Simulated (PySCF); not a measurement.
## Zn (zinc, neutral) across methods

[Ar] 3d9 4s2 5s1, 5s spin antiparallel (an excited configuration). Computed with PySCF 2.14 in aug-cc-pVDZ-DK (7s6p4d2f, 59 functions), with the spin-free X2C one-electron Hamiltonian (Gaussian nucleus). The B2PLYP total includes its PT2 part (frozen core); its orbital energies are those of the SCF part.

```csv
method,E (hartree),mean ε 4s α (eV),mean ε 4s β (eV),mean ε 5s β (eV),Σ⟨r²⟩ (bohr²),⟨S²⟩
B2PLYP,-1795.091,-13.546,-13.443,-2.205,86.70,1.001
UHF,-1793.82532,-14.641,-14.569,-2.662,90.40,1.001
BHandHLYP,-1795.361,-13.632,-13.532,-2.189,85.75,1.001
r2SCAN,-1795.357,-12.217,-11.937,-1.796,85.33,1.001
PBE,-1795.138,-11.891,-11.758,-1.825,85.14,1.000
HSE06,-1795.156,-12.486,-12.365,-1.847,86.01,1.001
LDA,-1792.366,-12.157,-12.020,-1.799,82.80,1.000
TPSSh,-1795.373,-12.266,-12.108,-1.896,86.79,1.001
PBE0,-1795.147,-12.788,-12.669,-2.114,86.28,1.001
```

The outer electron is Rydberg-like, and this basis confines it to a smaller radius and binds it less than a complete one would. With the s spin flipped the determinant is a mixture of two multiplicities, not a spectroscopic state.
